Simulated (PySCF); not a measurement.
PySCF 2.14 output of an unrestricted PBEsol calculation on a single atom or ion in def2-TZVPPD, with no relativity, point nucleus:

```
SCF conv_tol = 1e-09
number electrons alpha = 10  beta = 10
    J. P. Perdew, A. Ruzsinszky, G. I. Csonka, O. A. Vydrov, G. E. Scuseria, L. A. Constantin, X. Zhou, and K. Burke.,  Phys. Rev. Lett. 100, 136406 (2008)
    J. P. Perdew, A. Ruzsinszky, G. I. Csonka, O. A. Vydrov, G. E. Scuseria, L. A. Constantin, X. Zhou, and K. Burke.,  Phys. Rev. Lett. 100, 136406 (2008)
cycle= 1 E= -598.911827447611  delta_E= -0.00415  |g|= 0.0134  |ddm|= 0.526
cycle= 2 E= -598.911951040542  delta_E= -0.000124  |g|= 0.0112  |ddm|= 0.23
cycle= 3 E= -598.912043578772  delta_E= -9.25e-05  |g|= 0.000527  |ddm|= 0.0696
cycle= 4 E= -598.912044113267  delta_E= -5.34e-07  |g|= 0.0001  |ddm|= 0.0115
cycle= 5 E= -598.91204414145  delta_E= -2.82e-08  |g|= 1.86e-07  |ddm|= 0.00205
cycle= 6 E= -598.91204414145  delta_E= 4.55e-13  |g|= 5.23e-08  |ddm|= 1.73e-06
converged SCF energy = -598.91204414145  <S^2> = -1.2434498e-14  2S+1 = 1
```

The run itself started from symmetry-adapted Hartree-Fock orbitals and held the occupation by maximum overlap, on a logarithmic radial grid, so the iterations belong to that start.

Which element, charge and spin multiplicity is this?

K- (potassium, charge -1), multiplicity 1; the state was [Ar] 4s2, closed-shell 1S.

At PBEsol the highest occupied level has a positive energy, so only the finite basis holds that electron; in a semilocal or global hybrid functional this comes from self-interaction and does not mean that the real anion is unbound.
